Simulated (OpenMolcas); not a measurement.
What dynamic correlation does to the levels of Br+

- Program: OpenMolcas
- Basis: ANO-RCC-VDZP [5s4p2d]
- Scalar Hamiltonian: DKH2, point nucleus
- Active space: 4 electrons in 3 orbitals (4p)
- State averaging: 2S+1 = 3 even, 3 roots; 2S+1 = 1 even, 6 roots
- Spin-orbit coupling: RASSI with atomic mean-field integrals over the reference wave functions, term energies averaged over their components

Methods on the same reference wave functions:
A. CASSCF
B. SS-CASPT2, IPEA 0.25 Eh, imaginary shift 0.1 Eh (closed shells correlated: 3d 4s)

Energies in cm-1 above 4s2 4p4 3P2, the measured ground level; measured values from NIST Handbook of Basic Atomic Spectroscopic Data.

```json
{"Level": "4s2 4p4 3P2", "A": "0.0", "B": "0.0", "Measured": "0.0"}
{"Level": "4s2 4p4 3P1", "A": "2907", "B": "2930", "Measured": "3136"}
{"Level": "4s2 4p4 3P0", "A": "3758", "B": "3700", "Measured": "3837"}
{"Level": "4s2 4p4 1D2", "A": "14459", "B": "13470", "Measured": "12089"}
{"Level": "4s2 4p4 1S0", "A": "33545", "B": "29590", "Measured": "27867"}
```

Deviations, from unrounded energies. A percentage is the sum of absolute deviations over the sum of measured energies, with the sign that they share, or ± where signs differ.

```json
{"Against measurement": "mean absolute deviation (cm-1)", "Levels": "4", "A": "2100", "B": "860"}
{"Against measurement": "fine structure of the ground term (%)", "Levels": "2", "A": "-4.4", "B": "-5.0"}
{"Against measurement": "other terms of the ground configuration (%)", "Levels": "2", "A": "+20.1", "B": "+7.7"}
```

B lies closest to measurement on these levels. The largest miss of B in the table is 4s2 4p4 1S0, by +1700 cm-1. The ranking rests on the paired levels alone, and a cruder setting can come out closer through cancelling errors.

From A to B the spin-free energies of the other terms of 4s2 4p4 shown, above 3P, scale by factors of 0.87 to 0.92.

The lowest spin-free term lies below A's lowest term by 0.089 hartree in B.

Term energies are means over components that CASPT2 splits; among the terms shown or strongly mixed into the levels shown the widest spread is 93 cm-1 (4s2 4p4 1D, B). With the s shell closed, the reference lacks s² → p² mixing. Without dynamic correlation excited terms often stand tens of per cent too high (terms of higher spin than the ground term too low), and those without a measured partner can miss by more than the paired ones (holds for A). Measured partners are found by configuration, term and J. A level has none where our copy of the source lacks it or the pairing is in doubt (some pairs that miss far off the trend of their configuration count as doubtful), and it then counts in no deviation. Levels of configurations outside the active space are missing.
